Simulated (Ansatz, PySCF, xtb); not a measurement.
Complex: NH3 (SMILES N) (first 4 atoms) with CH6Si (SMILES C[SiH3]); geometry from B3LYP-D3(BJ)/def2-TZVP.
(charge 0, multiplicity 1):
```tsv
atom	x (Å)	y (Å)	z (Å)
N	0.4145	-0.6255	-0.3634
H	1.2900	-0.5281	0.1377
H	-0.0930	0.2452	-0.2563
H	-0.1221	-1.3470	0.1040
C	-0.4179	0.5916	4.9703
Si	-0.1363	0.1799	3.1625
H	-0.9900	-0.1957	5.4646
H	-0.9709	1.5269	5.0750
H	0.5317	0.7004	5.4976
H	0.6154	-1.0916	3.0277
H	0.6409	1.2542	2.4981
H	-1.4307	0.0343	2.4532
```

Interaction energies are E(AB) − E(A) − E(B) at the monomers' geometry in the complex; basis-set methods are counterpoise corrected.

Cores are frozen in the correlated methods.

Codes used: Ansatz (a quantum-chemistry and plane-wave program); PySCF for the dispersion terms; xtb for the GFN methods. Each number belongs to the level named beside it.

Task: One of these levels gives 0.75 kcal/mol for the interaction energy. Which?
A) revPBE-D4/def2-TZVPPD
B) GFN2-xTB
C) CCSD/aug-cc-pV(D+d)Z
D) revPBE/def2-TZVPPD

Result: D, revPBE/def2-TZVPPD. The others give -1.91 (GFN2-xTB), -0.84 (revPBE-D4/def2-TZVPPD), -0.42 (CCSD/aug-cc-pV(D+d)Z)
